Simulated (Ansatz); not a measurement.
Program: Ansatz. Geometries: PBE0-D4/def2-TZVP. ΔE: electronic, gas phase. CCSD(T)/CBS is the MP2 limit (def2-TZVPP, def2-QZVPP) plus CCSD(T) − MP2 in def2-TZVPP, frozen cores. DFT in def2-TZVPP. def2 core potentials past Kr. For Se, Sn outer-core shells are correlated without core-valence functions, which leaves a few kJ/mol of doubt a bond. Scalar relativity is left out up to krypton. One conformer a species, not always the lowest.

`C#CC(C)(C)F` + `C[O][SnH2][SeH]` → `C[O][SnH2][Se]C` + `C#CC(C)F`  (substitution at a C–C bond)

`C#CC(C)(C)F`:

```xyz
13

C     2.273    0.902    0.566
C     1.126    0.653    0.320
C    -0.265    0.315    0.016
C    -0.400   -0.188   -1.409
C    -0.820   -0.663    1.034
F    -1.022    1.488    0.114
H     3.288    1.133    0.786
H     0.184   -1.099   -1.546
H    -0.040    0.567   -2.109
H    -1.450   -0.401   -1.620
H    -0.257   -1.597    1.007
H    -1.866   -0.870    0.804
H    -0.750   -0.241    2.037
```

`C[O][SnH2][SeH]`:

Cartesian coordinates in Å:
```
C -0.432 0.686 1.437
O -0.621 1.121 0.115
Sn -0.192 -0.082 -1.375
Se 2.205 -0.849 -1.137
H -1.074 -0.169 1.693
H 0.609 0.403 1.638
H -0.692 1.510 2.108
H -0.362 0.904 -2.745
H -1.222 -1.439 -1.273
H 1.782 -2.083 -0.461
```

`C[O][SnH2][Se]C`:

Cartesian coordinates in Å:
```
C -0.167 1.940 -0.691
O 0.781 1.242 -1.453
Sn 1.289 -0.582 -0.918
Se -0.780 -1.939 -0.466
C -0.993 -1.431 1.416
H -0.339 2.913 -1.162
H -1.132 1.417 -0.644
H 0.173 2.125 0.339
H 2.154 -0.449 0.554
H 2.158 -1.165 -2.255
H -1.318 -0.397 1.500
H -1.761 -2.088 1.820
H -0.064 -1.586 1.962
```

`C#CC(C)F`:

Cartesian coordinates in Å:
```
C -0.119 -2.279 -0.205
C -0.351 -1.107 -0.094
C -0.608 0.318 0.066
C 0.662 1.136 0.129
F -1.384 0.770 -0.995
H 0.081 -3.319 -0.311
H -1.205 0.471 0.973
H 0.413 2.192 0.239
H 1.267 0.822 0.981
H 1.243 0.996 -0.783
```

```tsv
species	r2SCAN-D4 energy (Eh)
`C#CC(C)(C)F`	-294.47587
`C[O][SnH2][SeH]`	-2732.86784
`C[O][SnH2][Se]C`	-2772.16766
`C#CC(C)F`	-255.16517
```

Work out ΔE.

ΔE = (-2772.16766) + (-255.16517) − (-294.47587) − (-2732.86784) = 0.01088 Eh = +6.8 kcal/mol. CCSD(T)/CBS gives +6.5 kcal/mol.

Largest T1 diagnostic among the species: 0.012.

From PBE to PBE0 (25 % exact exchange), in def2-TZVPP and without D4, ΔE moves by +0.8 kcal/mol.
